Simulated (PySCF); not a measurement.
C₂H₅FO₂Si, SMILES C[Si@H](F)OC=O.

Geometry: B3LYP-D3(BJ)/def2-SVP. The structure was generated by enumeration; whether it is a known compound was not checked. Other conformers were not sampled.

Vertical ionisation energy (IE) and electron affinity (EA) in eV. Rows of orbital energies are one-electron estimates. Where ΔSCF, EOM or ADC give a negative EA the extra electron is unbound and the value depends on the basis.

| level | IE | EA |
|---|---|---|
| −ε(HOMO), −ε(LUMO), r2SCAN/def2-TZVP (PySCF) | 7.28 | 1.34 |
| −ε(HOMO), −ε(LUMO), PBE/def2-TZVP (PySCF) | 6.92 | 1.60 |
